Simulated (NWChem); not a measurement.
System meant: SnH₄O₃; SMILES [OH][SnH]([OH])[OH]

Here is an NWChem input.

```
start job
memory heap 200 mb stack 900 mb global 1100 mb
geometry units angstroms noautoz
  Sn     0.000000     0.000000     0.354277
  O     -1.682743    -0.722040    -0.390196
  O      1.466677    -1.096278    -0.390196
  O      0.216066     1.818319    -0.390196
  H      0.000000     0.000000     2.051712
  H     -2.073883    -0.097541    -1.013785
  H      1.121415    -1.747265    -1.013785
  H      0.952469     1.844806    -1.013785
end
basis spherical
  Sn library def2-svp
  O library def2-svp
  H library def2-svp
end
ecp
  Sn library def2-ecp
end
dft
  odft
  mult 2
  xc xpbe96 cpbe96
  iterations 150
  mulliken
end
task dft energy
```

End of the output:

```
 ==============================================================================
                                 internuclear angles
 ------------------------------------------------------------------------------
        center 1       |       center 2       |       center 3       |  degrees
 ------------------------------------------------------------------------------
    2 O                |   1 Sn               |   3 O                |   106.69
    2 O                |   1 Sn               |   4 O                |   106.69
    2 O                |   1 Sn               |   5 H                |   112.13
    3 O                |   1 Sn               |   4 O                |   106.69
    3 O                |   1 Sn               |   5 H                |   112.13
    4 O                |   1 Sn               |   5 H                |   112.13
    1 Sn               |   2 O                |   6 H                |   110.61
    1 Sn               |   3 O                |   7 H                |   110.61
    1 Sn               |   4 O                |   8 H                |   110.61
 ------------------------------------------------------------------------------
                            number of included internuclear angles:          9
 ==============================================================================

 Summary of "ao basis" -> "" (spherical)
 ------------------------------------------------------------------------------
       Tag                 Description            Shells   Functions and Types
 ---------------- ------------------------------  ------  ---------------------
 Sn                         def2-svp                10       26   4s4p2d
 O                          def2-svp                 6       14   3s2p1d
 H                          def2-svp                 3        5   2s1p

 Summary of "ao basis" -> "ao basis" (spherical)
 ------------------------------------------------------------------------------
       Tag                 Description            Shells   Functions and Types
 ---------------- ------------------------------  ------  ---------------------
 Sn                         def2-svp                10       26   4s4p2d
 O                          def2-svp                 6       14   3s2p1d
 H                          def2-svp                 3        5   2s1p

      Symmetry analysis of basis
      --------------------------

        a          32
        e+         28
        e-         28

  Rotation of axis
  number of electrons :                   50
  multiplicity        :                    2
 ------------------------------------------------------------------------
  no. of electrons and multiplicity not compatible                  50
 ------------------------------------------------------------------------
 ------------------------------------------------------------------------
  current input line :
    28: task dft energy
 ------------------------------------------------------------------------
 ------------------------------------------------------------------------
 There is an error in the input file
 ------------------------------------------------------------------------
 For more information see the NWChem manual at https://nwchemgit.github.io

0: no. of electrons and multiplicity not compatible:Received an Error in Communication
```

Task: Can this run be used? If not, why, and what is the fix?

Result: The input was rejected before any calculation. Cause: the multiplicity doesn't fit the number of electrons (an even count wants an odd multiplicity, and the reverse). This input runs:
```
start job
memory heap 200 mb stack 900 mb global 1100 mb
geometry units angstroms noautoz
  Sn     0.000000     0.000000     0.354277
  O     -1.682743    -0.722040    -0.390196
  O      1.466677    -1.096278    -0.390196
  O      0.216066     1.818319    -0.390196
  H      0.000000     0.000000     2.051712
  H     -2.073883    -0.097541    -1.013785
  H      1.121415    -1.747265    -1.013785
  H      0.952469     1.844806    -1.013785
end
basis spherical
  * library def2-svp
end
ecp
  Sn library def2-ecp
end
dft
  xc xpbe96 cpbe96
  iterations 150
  mulliken
end
task dft energy
```
It converges to -441.97593 Ha (PBE/def2-SVP with def2 effective core potentials on Sn).
